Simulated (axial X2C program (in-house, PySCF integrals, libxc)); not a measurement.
**TcSe: from Re and ωe to a spectrum**

A bond curve at the PBE level, two-component, was computed with an in-house relativistic program for diatomic molecules (basis Tc dyall-cv3z [12s12p8d5f3g], Se dyall-cv3z [8s9p6d4f1g] (cores contracted in-house)) for the state Ω = 5/2 (⟨Sz⟩ = 2.49, ⟨Lz⟩ = 0.01 at PBE). Its fit gives Re = 2.2615 Å, ωe = 340.9 cm⁻¹, ωexe = 0.781 cm⁻¹ and αe = 2.262e-04 cm⁻¹; the masses are 98.9072 and 79.9165 u. Two-component means X2C with spin–orbit coupling and atomic mean-field Coulomb and Gaunt terms.

Task: Find the reduced mass, Be and the force constant.

Result: From the PBE values: μ = 44.2017 u. Be = 16.8576/(μ Re²) = 0.07457 cm⁻¹. k = 5.8918×10⁻⁷ μ ωe² = 3.03 mdyn/Å.

Task: Estimate the centrifugal constant by the Kratzer relation.

Result: D = 4Be³/ωe² = 1.43e-08 cm⁻¹.

Task: The dipole moment p changes by 3.53 D/Å at Re. What harmonic infrared intensity follows?

Result: I = 42.256 × (dp/dR)²/μ = 12 km/mol.

Task: Where do the fundamental and the first overtone lie?

Result: ν(1←0) = ωe − 2ωexe = 339.3 cm⁻¹; ν(2←0) = 2ωe − 6ωexe = 677.1 cm⁻¹.

Task: Estimate De from a Morse curve and compare with the computed well depth of 4.401 eV to Tc + Se.

Result: De(Morse) = ωe²/(4ωexe) = 4.612 eV against 4.401 eV computed, a ratio of 1.05. For De the Morse form works well here.

The state is a single determinant with fixed occupations, the lowest that a limited PBE0 search found. Dissociation energies refer to the lowest single-determinant-based atoms at the same level and basis. Density functionals use the spin component along the axis (collinear). Without a current term, density functionals place determinants with orbital angular momentum somewhat too high. With several unpaired electrons one determinant need not be a pure state. This is the top spin component of a Σ state; components of lower Ω are not single determinants and can lie lower.
